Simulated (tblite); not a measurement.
**Question.** Write a Z-matrix for `O=C(O)CO[SiH2]N[SiH3]` as optimised with GFN2-xTB.

**Answer.** 
Z-matrix in Å and degrees, rows numbered from 1:
```
O 
C   1  1.1996
O   2  1.3367  1  122.79
C   2  1.5163  1  126.16  3  -179.71
O   4  1.3784  2  113.30  1    -7.66
Si  5  1.6317  4  129.38  2    79.42
N   6  1.7227  5  113.00  4   -61.20
Si  7  1.7298  6  128.89  5  -175.24
H   3  0.9716  2  110.50  1    -0.05
H   4  1.0988  2  107.12  1   116.16
H   4  1.0971  2  107.82  1  -127.91
H   6  1.4666  5  110.20  4    57.41
H   6  1.4565  5   96.98  4   176.57
H   7  1.0105  6  113.43  5   -13.81
H   8  1.4685  7  112.04  6    69.69
H   8  1.4640  7  105.93  6  -169.73
H   8  1.4635  7  107.34  6   -49.98
```

Si8 (SiH3 silicon) is distorted tetrahedral (angles from 105.9° to 112.0°). Si6 (oxygen-bound silicon) has angles from 97.0° to 116.1°. H14 on N7 lies 2.14 Å from O1, 6 bonds away (angle at H 139°; Bondi radii sum to 2.72 Å). Of the pairs four or more bonds apart, those above aside, O1···Si6 is among the closest relative to their van der Waals radii: 3.44 Å, 95 % of the sum of Bondi's values.

Computed geometry: GFN2-xTB, gas phase.

Point group: C1 (no symmetry element, even within 0.4 Å). Its GFN2-xTB frequencies are all real (lowest 28 cm⁻¹). One conformer, not necessarily the lowest (O1–C2–O3–H 0°, O1–C2–C4–O5 -8°, C2–C4–O5–Si6 79°, C4–O5–Si6–N7 -61°, O5–Si6–N7–Si8 -175°). 3 starts were optimised and ended at 0.00, 0.28 and 0.99 kcal/mol (GFN2-xTB); the lowest of these is shown.

Hardware: one thread, Arm Neoverse V1 (aarch64), no GPU, on a shared host. Cost: 2.0 s of wall time. That covers the optimisation of the geometry.
